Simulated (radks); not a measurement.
Er L, configuration [Ar] 3d1.

All-electron calculation, Dirac Kohn-Sham, relativistic LDA (MacDonald-Vosko exchange, VWN5 correlation), spin-unpolarised, spherical densities, finite nucleus; open shells fill j = l - 1/2 first; Fermi nuclear charge, rms radius 5.2516 fm. Program: a radial shooting solver on a logarithmic mesh with Libxc functionals.

Energy parts (eV):
| part | energy |
|---|---|
| total | -295119.63 |
| kinetic | 329889.98 |
| electron-nucleus | -660441.23 |
| Hartree | 39097.86 |
| exchange-correlation | -3666.24 |

Orbitals (lengths in bohr, moments of r in powers of bohr; r(max) is where P^2 peaks):
1s1/2: occ. 2; eigenvalue (eV) -60130.71; r(max) 0.01292; <r^4> 8.781e-07
2s1/2: occ. 2; eigenvalue (eV) -12706.12; r(max) 0.07344; <r^4> 0.0001297
2p1/2: occ. 2; eigenvalue (eV) -12290.52; r(max) 0.05510; <r^4> 0.00007889
2p3/2: occ. 4; eigenvalue (eV) -11371.06; r(max) 0.06122; <r^4> 0.0001064
3s1/2: occ. 2; eigenvalue (eV) -4856.088; r(max) 0.1994; <r^4> 0.003783
3p1/2: occ. 2; eigenvalue (eV) -4696.024; r(max) 0.1861; <r^4> 0.003229
3p3/2: occ. 4; eigenvalue (eV) -4465.913; r(max) 0.1973; <r^4> 0.003932
3d3/2: occ. 1; eigenvalue (eV) -4230.717; r(max) 0.1523; <r^4> 0.002397
3d5/2: occ. 0; eigenvalue (eV) -4176.446; r(max) 0.1554; <r^4> 0.002547

The highest occupied level is 3d3/2 at -4230.7 eV. The electron density at the nucleus is 8.602e+05 e/bohr^3. The density falls to 0.001 e/bohr^3 at r = 0.65 bohr. For comparison, the ionisation energy in NIST's Atomic Spectra Database is 4294 eV (theoretical). In exact Kohn-Sham theory the highest level is minus the ionisation energy, but local and semilocal functionals leave it too shallow, through self-interaction and a potential that decays too fast; potentials with the right tail come closer.

Beside tabulated values, note that spin-unpolarised runs miss the spin-polarisation part of the exchange energy of open shells.
